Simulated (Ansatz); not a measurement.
Isolated molecules relaxed with PBE0-D4/def2-TZVP in Ansatz; ΔE leaves out vibrations. CBS: MP2 limit from def2 TZ/QZ plus the TZ coupled-cluster correction, frozen cores. Functionals use def2-TZVPP. B3LYP here is the variant with VWN-RPA as its local correlation; programs differ in this. HSE06 is defined as in plane-wave codes. Elements past krypton have def2 core potentials. For Te outer-core shells are correlated without core-valence functions, which leaves a few kJ/mol of doubt a bond. One conformer a species, not always the lowest.

`C[SiH2][Te][SiH3]` + `CC(=N)Cl` → `C/C(Cl)=N\[SiH3]` + `C[SiH2][TeH]`  (ligand exchange at the Si–Te bond)

```json
{"level": "LDA (SPW92)", "ΔE (kJ/mol)": "30.7", "difference from CCSD(T)/CBS": "-4.8"}
{"level": "PBE0-D4", "ΔE (kJ/mol)": "38.9", "difference from CCSD(T)/CBS": "3.4"}
{"level": "r2SCANh-D4", "ΔE (kJ/mol)": "33.7", "difference from CCSD(T)/CBS": "-1.8"}
{"level": "HSE06-D4", "ΔE (kJ/mol)": "39.2", "difference from CCSD(T)/CBS": "3.7"}
{"level": "BHLYP-D4", "ΔE (kJ/mol)": "27.7", "difference from CCSD(T)/CBS": "-7.8"}
{"level": "ωB97X-V", "ΔE (kJ/mol)": "30.6", "difference from CCSD(T)/CBS": "-4.9"}
{"level": "B2PLYP", "ΔE (kJ/mol)": "26.7", "difference from CCSD(T)/CBS": "-8.8"}
{"level": "revPBE", "ΔE (kJ/mol)": "38.4", "difference from CCSD(T)/CBS": "2.9"}
{"level": "r2SCAN", "ΔE (kJ/mol)": "32.8", "difference from CCSD(T)/CBS": "-2.7"}
{"level": "B3LYP", "ΔE (kJ/mol)": "23.4", "difference from CCSD(T)/CBS": "-12.1"}
{"level": "r2SCANh", "ΔE (kJ/mol)": "33.3", "difference from CCSD(T)/CBS": "-2.2"}
{"level": "BHLYP", "ΔE (kJ/mol)": "21.9", "difference from CCSD(T)/CBS": "-13.6"}
{"level": "LC-ωPBE", "ΔE (kJ/mol)": "32.1", "difference from CCSD(T)/CBS": "-3.4"}
{"level": "CCSD(T)/def2-SVP", "ΔE (kJ/mol)": "37.4", "difference from CCSD(T)/CBS": "1.9"}
{"level": "MP2/def2-TZVPP", "ΔE (kJ/mol)": "35.0", "difference from CCSD(T)/CBS": "-0.5"}
{"level": "CCSD/CBS(def2)", "ΔE (kJ/mol)": "33.6", "difference from CCSD(T)/CBS": "-1.9"}
{"level": "CCSD(T)/CBS", "ΔE (kJ/mol)": "35.5", "difference from CCSD(T)/CBS": "0"}
```

Largest T1 diagnostic among the species: 0.012.

Leaving LDA and LC-ωPBE aside and taking each functional with its dispersion term where it has one, the values, not all of them listed here, spread over 17.5 kJ/mol, from CAM-B3LYP-D4 to HSE06-D4. LDA lies −6.4 kJ/mol from PBE without D4. The D4 term adds +3.4 kJ/mol with B3LYP and +1.8 kJ/mol with PBE0; it sums over pairs of atoms, weighted by their polarisabilities, and B3LYP, whose exchange is more repulsive, gets the larger term. In def2-TZVPP, CCSD(T) changes the Hartree–Fock value by +11.5 kJ/mol (the triples alone add +2.0 kJ/mol) and MP2 by +14.9 kJ/mol.
